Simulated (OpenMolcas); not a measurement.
Cu4+ among 4 point charges of -2 e arranged as a tetrahedron (Td), 1.87 Å from the ion.
```
   1.0796    1.0796    1.0796  -2.00
   1.0796   -1.0796   -1.0796  -2.00
  -1.0796    1.0796   -1.0796  -2.00
  -1.0796   -1.0796    1.0796  -2.00
```

```yaml
Program: OpenMolcas
Method: CASSCF
Basis: ANO-RCC-VDZP [5s4p2d1f]
Scalar_Hamiltonian: DKH2, point nucleus
Active_space: 7 electrons in 5 orbitals (3d)
State_averaging: 2S+1 = 4 even, 10 roots; 2S+1 = 2 even, 40 roots
Spin-orbit_coupling: RASSI with atomic mean-field integrals over the reference wave functions
```

(1) What is the spin-free ground state (labels of Td)?

(2) Where is the first state of the same spin?

(3) What are the lowest two levels with spin-orbit coupling?

(4) What is χT at 300 K, and how does it compare with the textbook value?

Results:

(1) 4A2, 1-fold in its orbital part, 100 % from free-ion F terms; it has the highest spin that d7 allows.

(2) 4T2 at 1110 cm-1 above the ground state.

(3) A 4-fold level Γ8, then a 4-fold level Γ8 844.5 cm-1 above it. Their leading multiplicities are 4 (100 %) and 4 (100 %).

(4) The lowest level has 2S+1 = 4, for which the spin-only value is χT = S(S+1) / 2 = 1.875 cm3 K/mol (g = 2). The computed 4.643 at 300 K differs by +2.768, through orbital momentum, spin-orbit coupling and any other state in reach.

Spin-orbit coupling mixes the spin-free states strongly: the lowest level takes only 63 % from its leading state, 4A2. Without dynamic correlation the repulsion within the d shell is too large (B by tens of per cent), so at a given field states of lower spin stand too high. The ground term spreads over less than 5000 cm-1, several times less than with real ligands, so orbital moments are less quenched and χT lies further from the spin-only value than at real sites. This is an electrostatic model: the charges have no orbitals. No measured value stands beside these numbers.
